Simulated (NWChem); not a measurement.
The numbers come from NWChem runs, not from measurements. System: ClI, charge 0, spin multiplicity 1, displaced from the optimised geometry. Level: CCSD(T)/def2-SVP with def2 effective core potentials on I, 9 core orbitals frozen, spin-restricted.

Job file:

```
start mol
memory heap 100 mb stack 700 mb global 1900 mb
geometry units angstroms nocenter noautoz noautosym
  Cl     0.000000     0.000000     5.388449
  I      0.000000     0.000000    -0.579770
end
basis spherical
  * library def2-svp
end
ecp
  I library def2-ecp
end
scf
  rhf
  nopen 0
  maxiter 100
  thresh 1e-7
  semidirect memsize 60000000 filesize 0
end
ccsd
  freeze core 9
  maxiter 60
end
task ccsd(t) energy
```

NWChem printed:

```
             Northwest Computational Chemistry Package (NWChem) 7.3.0
             --------------------------------------------------------

                                NWChem Input Module
                                -------------------

 Scaling coordinates for geometry "geometry" by  1.889725989
 (inverse scale =  0.529177249)

                             Geometry "geometry" -> ""
                             -------------------------

 Output coordinates in angstroms (scale by  1.889725989 to convert to a.u.)

  No.       Tag          Charge          X              Y              Z
 ---- ---------------- ---------- -------------- -------------- --------------
    1 Cl                  17.0000     0.00000000     0.00000000     5.38844900
    2 I                   53.0000     0.00000000     0.00000000    -0.57977000

 Effective nuclear repulsion energy (a.u.)      79.8879366439

            Nuclear Dipole moment (a.u.)
            ----------------------------
        X                 Y               Z
 ---------------- ---------------- ----------------
     0.0000000000     0.0000000000   115.0386247993


 Summary of "ao basis" -> "" (spherical)
 ------------------------------------------------------------------------------
       Tag                 Description            Shells   Functions and Types
 ---------------- ------------------------------  ------  ---------------------
 *                          def2-svp                  on all atoms

 Summary of "ao basis" -> "ao basis" (spherical)
 ------------------------------------------------------------------------------
       Tag                 Description            Shells   Functions and Types
 ---------------- ------------------------------  ------  ---------------------
 Cl                         def2-svp                 8       18   4s3p1d
 I                          def2-svp                10       26   4s4p2d

                                 NWChem SCF Module
                                 -----------------

  ao basis        = "ao basis"
  functions       =    44
  atoms           =     2
  closed shells   =    21
  open shells     =     0
  charge          =   0.00
  wavefunction    = RHF
  use symmetry    = F
  symmetry adapt  = F

 Summary of "ao basis" -> "ao basis" (spherical)
 ------------------------------------------------------------------------------
       Tag                 Description            Shells   Functions and Types
 ---------------- ------------------------------  ------  ---------------------
 Cl                         def2-svp                 8       18   4s3p1d
 I                          def2-svp                10       26   4s4p2d

 Forming initial guess at       0.1s

      Superposition of Atomic Density Guess
      -------------------------------------

 Sum of atomic energies:        -806.45063907

      Non-variational initial energy
      ------------------------------

 Total energy =    -755.616359
 1-e energy   =   -1227.603163
 2-e energy   =     434.303815
 HOMO         =      -0.341749
 LUMO         =      -0.341746

 Starting SCF solution at       0.4s

 ----------------------------------------------
         Quadratically convergent ROHF

 Convergence threshold     :          1.000E-07
 Maximum no. of iterations :          100
 Final Fock-matrix accuracy:          1.000E-09
 ----------------------------------------------

              iter       energy          gnorm     gmax       time
             ----- ------------------- --------- --------- --------
                 1     -755.6307831482  8.23D-01  3.22D-01      0.5
  Setting level-shift to   2.96 to force positive preconditioner
                 2     -755.6808905078  2.14D-01  6.21D-02      0.5
  Setting level-shift to   2.56 to force positive preconditioner
                 3     -755.6832387866  9.22D-02  2.71D-02      0.5
  Setting level-shift to   2.56 to force positive preconditioner
                 4     -755.6844136388  3.19D-01  9.38D-02      0.5
  Setting level-shift to   2.48 to force positive preconditioner
                 5     -755.6927287078  7.07D-01  2.04D-01      0.5
  Setting level-shift to   2.47 to force positive preconditioner
                 6     -755.7208776481  7.67D-01  2.33D-01      0.5
  Setting level-shift to   2.04 to force positive preconditioner
                 7     -755.7594115892  1.06D+00  3.37D-01      0.5
                 8     -755.7659880024  1.17D+00  3.80D-01      0.5
                 9     -755.7783088066  1.69D-01  7.09D-02      0.5
                10     -755.7805825058  1.26D-02  4.04D-03      0.6
                11     -755.7806091911  3.70D-05  1.58D-05      0.6
                12     -755.7806091914  7.89D-09  3.41D-09      0.6

       Final RHF  results
       ------------------

         Total SCF energy =   -755.780609191364
      One-electron energy =  -1227.081135013508
      Two-electron energy =    433.617536839187
 Nuclear repulsion energy =     37.682988982957

        Time for solution =      0.1s

             Final eigenvalues
             -----------------

              1
    1 -104.7935
    2  -10.5510
    3   -8.0257
    4   -8.0218
    5   -8.0218
    6   -7.8083
    7   -5.6690
    8   -5.6494
    9   -5.6494
   10   -2.3633
   11   -2.3565
   12   -2.3565
   13   -2.3362
   14   -2.3362
   15   -1.0195
   16   -0.9138
   17   -0.4416
   18   -0.4416
   19   -0.4258
   20   -0.4258
   21   -0.3161
   22   -0.2226
   23    0.3732
   24    0.5174
   25    0.5266
   26    0.5266
   27    0.5559
   28    0.5587
   29    0.5587
   30    0.5672
   31    0.5672
[...]
    1 Cl  17    17.15   2.00  1.99  1.24  0.77  5.94  1.98  3.23  0.00
    2 I   25    24.85   1.83  0.22  1.29  0.66  2.94  3.11  2.39  2.41  9.83  0.17

       Multipole analysis of the density wrt the origin
       ------------------------------------------------

     L   x y z        total         open         nuclear
     -   - - -        -----         ----         -------
     0   0 0 0     -0.000000      0.000000     42.000000

     1   1 0 0     -0.000000      0.000000      0.000000
     1   0 1 0      0.000000      0.000000      0.000000
     1   0 0 1     -1.673263      0.000000    145.715605

     2   2 0 0    -30.139082      0.000000      0.000000
     2   1 1 0      0.000000      0.000000      0.000000
     2   1 0 1      0.000000      0.000000      0.000000
     2   0 2 0    -30.139082      0.000000      0.000000
     2   0 1 1     -0.000000      0.000000      0.000000
     2   0 0 2    -40.972062      0.000000   1792.691554

                   Four-Index Transformation
                   -------------------------
          Number of basis functions:             44
          Number of shells:                      18
          Number of occupied orbitals:           21
          Number of occ. correlated orbitals:    12
          Block length:                          16
          Superscript MO index range:     10 -   21
          Subscript MO index range:       10 -   44
          MO coefficients read from:  ./mol.movecs
          Number of operator matrices in core:  156
          Half-transformed integrals produced

     Pass:    1     Index range:   10  -   21     Time:      0.96
 ------------------------------------------
 MP2 Energy (coupled cluster initial guess)
 ------------------------------------------
 Reference energy:           -755.780609191363965
 MP2 Corr. energy:             -0.416300153240346
 Total MP2 energy:           -756.196909344604364

 ****************************************************************************
              the segmented parallel ccsd program:    1 nodes
 ****************************************************************************

 level of theory    ccsd(t)
 number of core         9
 number of occupied    12
 number of virtual     23
 number of deleted      0
 total functions       44
 number of shells      18
 basis label          566

   ***** ccsd parameters *****
   iprt   =     0
   convi  =  0.100E-05
   maxit  =    60
   mxvec  =     5
 memory            104846524
  Using  1 OpenMP thread(s) in CCSD
  IO offset    20.000000000000000
  IO error message >End of File
  file_read_ga: failing reading from ./mol.t2
  Failed reading restart vector from ./mol.t2
  Using MP2 initial guess vector

-------------------------------------------------------------------------
 iter     correlation     delta       rms       T2     Non-T2      Main
             energy      energy      error      ampl     ampl      Block
                                                time     time      time
-------------------------------------------------------------------------
   1     -0.2169227155 -2.169D-01  7.428D-01     0.75     0.00     0.67
   2     -0.2787772626 -6.185D-02  1.520D+00     0.74     0.00     0.67
   3     -0.4243635317 -1.456D-01  6.565D-01     0.78     0.00     0.70
   4     -0.4154766848  8.887D-03  2.169D-01     0.92     0.00     0.84
   5     -0.4109191473  4.558D-03  1.435D-01     0.91     0.00     0.82
   6     -0.3734318093  3.749D-02  1.141D-01     0.89     0.00     0.82
   7     -0.3895088661 -1.608D-02  1.663D-02     0.91     0.00     0.83
   8     -0.3877726274  1.736D-03  1.760D-04     0.90     0.00     0.82
   9     -0.3874668846  3.057D-04  1.050D-03     0.93     0.00     0.85
  10     -0.3875520056 -8.512D-05  8.515D-05     0.93     0.00     0.84
  11     -0.3875748993 -2.289D-05  5.437D-05     0.93     0.00     0.85
  12     -0.3875771572 -2.258D-06  5.532D-05     0.89     0.00     0.81
  13     -0.3875698161  7.341D-06  5.573D-05     0.73     0.00     0.64
  14     -0.3875766426 -6.826D-06  1.683D-05     0.86     0.00     0.78
  15     -0.3875747611  1.881D-06  4.149D-06     0.95     0.00     0.87
  16     -0.3875748812 -1.201D-07  6.506D-06     0.91     0.00     0.83
  17     -0.3875750994 -2.182D-07  6.309D-06     0.87     0.00     0.79
  18     -0.3875749637  1.357D-07  5.893D-07     0.82     0.00     0.74
                  *************converged*************
-------------------------------------------------------------------------

 -----------
 CCSD Energy
 -----------
 Reference energy:            -755.780609191363965
 CCSD corr. energy:             -0.387574963722610
 Total CCSD energy:           -756.168184155086578

 --------------------------------
 Spin Component Scaled (SCS) CCSD
 --------------------------------
 Same spin contribution:                 -0.058047250245718
 Same spin scaling factor:                1.130000000000000
 Opposite spin contribution:             -0.329527713476892
 Opposite spin scaling fact.:             1.270000000000000
 SCS-CCSD correlation energy:            -0.484093588893314
 Total SCS-CCSD energy:                -756.264702780257267
 memory            104846524

*********triples calculation*********

nkpass=    1; nvpass=    1; memdrv=          51934; memtrn=         507192; memavail=      104846236
 memory available/node                      104846236
 total number of virtual orbitals        23
 number of virtuals per integral pass    23
 number of integral evaluations           1
 number of occupied per triples pass     12
 number of triples passes                 1

 commencing integral evaluation        1 at          16.65
  symmetry use  F
task         2 out of       171 done   1%  at       0.1 secs
task         9 out of       171 done   5%  at       0.3 secs
task        18 out of       171 done  10%  at       0.4 secs
task        26 out of       171 done  15%  at       0.6 secs
task        35 out of       171 done  20%  at       0.7 secs
task        43 out of       171 done  25%  at       0.8 secs
task        55 out of       171 done  32%  at       0.8 secs
task        61 out of       171 done  35%  at       0.8 secs
task        69 out of       171 done  40%  at       0.9 secs
task        77 out of       171 done  45%  at       1.0 secs
task        88 out of       171 done  51%  at       1.0 secs
task        96 out of       171 done  56%  at       1.1 secs
task       104 out of       171 done  60%  at       1.1 secs
task       112 out of       171 done  65%  at       1.1 secs
task       120 out of       171 done  70%  at       1.1 secs
task       129 out of       171 done  75%  at       1.2 secs
task       137 out of       171 done  80%  at       1.2 secs
task       146 out of       171 done  85%  at       1.2 secs
task       154 out of       171 done  90%  at       1.3 secs
task       163 out of       171 done  95%  at       1.3 secs
task       171 out of       171 done 100%  at       1.3 secs
 commencing triples evaluation - blocking       1
 ccsd(t): done        1 out of       23 progress:    4.3%
 ccsd(t): done        2 out of       23 progress:    8.7%
 ccsd(t): done        3 out of       23 progress:   13.0%
 ccsd(t): done        4 out of       23 progress:   17.4%
 ccsd(t): done        5 out of       23 progress:   21.7%
 ccsd(t): done        6 out of       23 progress:   26.1%
 ccsd(t): done        7 out of       23 progress:   30.4%
 ccsd(t): done        8 out of       23 progress:   34.8%
 ccsd(t): done        9 out of       23 progress:   39.1%
 ccsd(t): done       10 out of       23 progress:   43.5%
 ccsd(t): done       11 out of       23 progress:   47.8%
 ccsd(t): done       12 out of       23 progress:   52.2%
 ccsd(t): done       13 out of       23 progress:   56.5%
 ccsd(t): done       14 out of       23 progress:   60.9%
 ccsd(t): done       15 out of       23 progress:   65.2%
 ccsd(t): done       16 out of       23 progress:   69.6%
 ccsd(t): done       17 out of       23 progress:   73.9%
 ccsd(t): done       18 out of       23 progress:   78.3%
 ccsd(t): done       19 out of       23 progress:   82.6%
 ccsd(t): done       20 out of       23 progress:   87.0%
 ccsd(t): done       21 out of       23 progress:   91.3%
 ccsd(t): done       22 out of       23 progress:   95.7%
 ccsd(t): done       23 out of       23 progress:  100.0%
 Time for integral evaluation pass     1        1.35
 Time for triples evaluation pass      1        0.84

 pseudo-e(mp4)  -0.58187045210513E-01
 pseudo-e(mp5)   0.12365157498364E-02
        e(t)    -0.56950529460676E-01

 --------------
 CCSD(T) Energy
 --------------
 Reference energy:                    -755.780609191363965

 CCSD corr. energy:                     -0.387574963722610
 T(CCSD) corr. energy:                  -0.058187045210513
 Total CCSD+T(CCSD) energy:           -756.226371200297081

 CCSD corr. energy:                     -0.387574963722610
 (T) corr. energy:                      -0.056950529460676
 Total CCSD(T) energy:                -756.225134684547243

 routine      calls  cpu(0)   cpu-min  cpu-ave  cpu-max   i/o
 aoccsd          1     0.01     0.01     0.01     0.01    0.00
 iterdrv         1     0.01     0.01     0.01     0.01    0.00
 pampt          18     0.12     0.12     0.12     0.12    0.00
 t2pm           18     0.22     0.22     0.22     0.22    0.00
 sxy            18     0.20     0.20     0.20     0.20    0.00
 ints       371034    10.33    10.33    10.33    10.33    0.00
 t2eri        3078     2.46     2.46     2.46     2.46    0.00
 idx2         3078     0.94     0.94     0.94     0.94    0.00
 idx34          18     0.10     0.10     0.10     0.10    0.00
 ht2pm          18     0.23     0.23     0.23     0.23    0.00
 itm            18     0.89     0.89     0.89     0.89    0.00
 pdiis          18     0.02     0.02     0.02     0.02    0.00
 triples         1     0.00     0.00     0.00     0.00    0.00
 rdtrpo          1     0.01     0.01     0.01     0.01    0.00
 trpmos          1     1.35     1.35     1.35     1.35    0.00
 trpdrv          1     0.14     0.14     0.14     0.14    0.00
 dovvv       43056     0.21     0.21     0.21     0.21    0.00
 doooo       43056     0.15     0.15     0.15     0.15    0.00
 tengy       39744     0.28     0.28     0.28     0.28    0.00
 Total                17.67    17.67    17.67    17.67    0.00

 Task  times  cpu:       19.4s     wall:       19.4s

 Total times  cpu:       19.5s     wall:       19.5s
```
